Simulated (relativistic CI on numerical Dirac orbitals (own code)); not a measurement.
## d4 in a ligand field

Computed with a parametric ligand-field model of a d^n configuration (Racah B and C, spin-orbit zeta, crystal field), exact diagonalisation.

Field parameters in Wybourne normalisation: Oh B⁴₀ = 21Dq, B⁴₄ = √(5/14) B⁴₀. The field is a parameter set, without covalency, and values of 10Dq over about 45,000 cm⁻¹ lie beyond real compounds.

B = 970 cm⁻¹, C = 4250 cm⁻¹ (C/B = 4.38), Oh, no spin-orbit coupling. Tanabe-Sugano data, E/B above the lowest term (Δ = |10Dq|; b, c mark the second and third term of a kind):

| Δ/B | 5E | 5T2 | 3T1 | 3E | 3T2 | 1T2 | 1E | 1A1 |
| --- | --- | --- | --- | --- | --- | --- | --- | --- |
| 1.0 | 0.00 | 1.00 | 21.43 | 21.70 | 22.31 | 32.19 | 32.10 | 33.23 |
| 5.0 | 0.00 | 5.00 | 19.18 | 22.11 | 23.84 | 30.25 | 30.44 | 33.87 |
| 9.0 | 0.00 | 9.00 | 15.93 | 22.30 | 24.28 | 27.30 | 28.00 | 33.03 |
| 13.0 | 0.00 | 13.00 | 12.39 | 22.41 | 24.49 | 24.03 | 25.08 | 31.60 |
| 17.0 | 0.00 | 17.00 | 8.72 | 22.47 | 24.62 | 20.58 | 21.83 | 29.80 |
| 21.0 | 0.00 | 21.00 | 4.97 | 22.52 | 24.70 | 17.03 | 18.39 | 27.69 |
| 25.0 | 0.00 | 25.00 | 1.17 | 22.55 | 24.76 | 13.40 | 14.81 | 25.31 |
| 29.0 | 2.67 | 31.67 | 0.00 | 25.24 | 27.48 | 12.39 | 13.80 | 25.36 |
| 33.0 | 6.54 | 39.54 | 0.00 | 29.13 | 31.38 | 12.53 | 13.93 | 26.42 |
| 37.0 | 10.42 | 47.42 | 0.00 | 33.03 | 35.30 | 12.65 | 14.03 | 27.32 |
| 41.0 | 14.33 | 55.33 | 0.00 | 36.95 | 39.22 | 12.76 | 14.11 | 28.10 |
| 45.0 | 18.24 | 63.24 | 0.00 | 40.88 | 43.16 | 12.86 | 14.18 | 28.78 |

The ground term changes from 5E to 3T1 between Δ/B = 25.0 and 29.0.
